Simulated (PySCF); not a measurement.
Heteronuclear NMR

Structure with atom numbers: `[SiH3:1][SiH:2]([SiH3:3])[CH:4]1[CH2:5][CH2:6][CH2:7]1`. Each H is labelled by its parent atom. Ha(C5), Ha(C6), Ha(C7) are cis to Si2 on the ring; Hb(C5), Hb(C6), Hb(C7) are trans to Si2 on the ring.

Level of theory: GIAO PBE0/pcSseg-1 shieldings, PBE0-D3(BJ)/def2-SVP geometry, in PySCF (relativity neglected, single conformer, equivalent nuclei averaged, no solvent).

Question: What are the ²⁹Si shifts?

Answer: 
| atoms | environment | σ (ppm) | δ (ppm) |
| --- | --- | --- | --- |
| Si2 | silicon bonded to C, 2 Si, H | 419.8 | -70.1 |
| Si1/Si3 | silicon bonded to Si, 3 H | 459.8 | -103.3 |

Shieldings were converted by a linear fit to measured shifts: ²⁹Si (scatter 9.7 ppm rms, 23.4 ppm with the 5 outliers that the fit left out vs TMS, solution or neat liquid). Occasional misses reach two or three times the rms, and more in compound classes unlike the fitted ones.

On a 400 MHz spectrometer ²⁹Si resonates near 79.5 MHz, so 1 ppm is 79.5 Hz.
